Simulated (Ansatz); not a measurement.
A nudged elastic band was laid between two geometries of BH3O + BrH (7 atoms, charge 0, multiplicity 1).

These are results of RKS PBE/def2-SVP in Ansatz 0.2.0, not measurements.

```json
{
 "movable images": "5",
 "climbing image": "yes",
 "spring": "5.0 eV/Å²",
 "optimiser": "quadratic models (default)",
 "start path": "through a guess of the saddle point",
 "force threshold": "0.03 eV/Å",
 "iteration limit": "60",
 "end points": "relaxed"
}
```

Image 0:

```xyz
7
Properties=species:S:1:pos:R:3
B -0.119 -0.532 -0.043
O -0.433 0.211 1.056
H -1.129 -0.185 1.615
H 0.741 -0.080 -0.771
H -0.692 -1.589 -0.249
Br 0.667 3.278 1.956
H 0.214 1.951 1.577
```

Image 6:

```xyz
7
Properties=species:S:1:pos:R:3
B -0.013 0.350 0.049
O -0.138 -0.128 1.628
H -1.011 0.210 1.932
H 1.126 0.055 -0.257
H -0.939 -0.212 -0.502
Br -0.286 2.354 0.173
H 0.510 0.428 2.117
```

Question: What changes between the two ends?

Answer: Bonds broken: Br6–H7. Bonds formed: B1–Br6, O2–H7. BH3O + BrH becomes BBrH4O.

Question: Give the energies along the band, and the barrier.

Answer: The forces met the threshold. The highest image is number 4 of 0 to 6, 14.9 kcal/mol above the first end and 13.1 kcal/mol above the last; the last end lies 1.8 kcal/mol above the first. A vibrational analysis at the climbing image gives one clearly imaginary mode, 815i cm⁻¹: a first-order saddle point. The orbitals stay closed-shell, which can raise the energy where a bond breaks towards radicals; this wasn't checked here.

| image | path coordinate (Å) | energy (kcal/mol) | Br6–H7 (Å) | B1–Br6 (Å) | O2–H7 (Å) |
| --- | --- | --- | --- | --- | --- |
| 0 | 0.00 | 0.0 | 1.45 | 4.37 | 1.93 |
| 1 | 0.80 | 0.5 | 1.45 | 4.10 | 1.94 |
| 2 | 1.59 | 1.6 | 1.45 | 3.77 | 2.06 |
| 3 | 2.39 | 3.7 | 1.45 | 3.17 | 2.02 |
| 4 | 3.19 | 14.9 | 1.64 | 2.43 | 1.34 |
| 5 | 3.95 | 2.2 | 2.42 | 2.04 | 0.99 |
| 6 | 4.71 | 1.8 | 2.85 | 2.03 | 0.98 |

Question: What is the geometry of the highest image?

Answer: 
```xyz
7
Properties=species:S:1:pos:R:3
B 0.016 0.038 0.173
O -0.068 -0.100 1.648
H -0.992 -0.251 1.926
H 1.125 -0.140 -0.273
H -1.003 -0.160 -0.455
Br 0.102 2.441 0.508
H 0.069 1.228 1.613
```

Question: What are the harmonic wavenumbers there?

Answer: 815i, 319, 410, 463, 597, 813, 956, 1021, 1034, 1118, 1205, 1355, 2538, 2666, 3694 cm⁻¹.

The band took 14 iterations and roughly 4 core-minutes.

Time of the run: 3.6 min on 1 thread of Arm Neoverse N1, with other jobs on the host, peak memory 0.15 GiB.
